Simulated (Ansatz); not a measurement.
Input file for Ansatz (a program for electronic structure): R-PBE0/def2-TZVPP on H2OSe (SMILES O[SeH]), a point of a torsion scan.

Ansatz 0.2 input:
```yaml
crystal:
  periodic: [false, false, false]
  atoms:
    - {symbol: O, position_ang: [-0.92267624, 0.21218013, 0.32166407]}
    - {symbol: Se, position_ang: [0.73905693, 0.72779242, -0.21723637]}
    - {symbol: H, position_ang: [-1.26608539, -0.45648506, -0.27473908]}
    - {symbol: H, position_ang: [1.13068848, -0.54956336, -0.81408643]}
basis:
  gaussian:
    orbitals: def2-TZVPP
hamiltonian:
  xc: {name: PBE0}
scf: {lower_state_search: off}
```

Question: Give the final energy of this run.

Answer: -2477.6152 hartree.
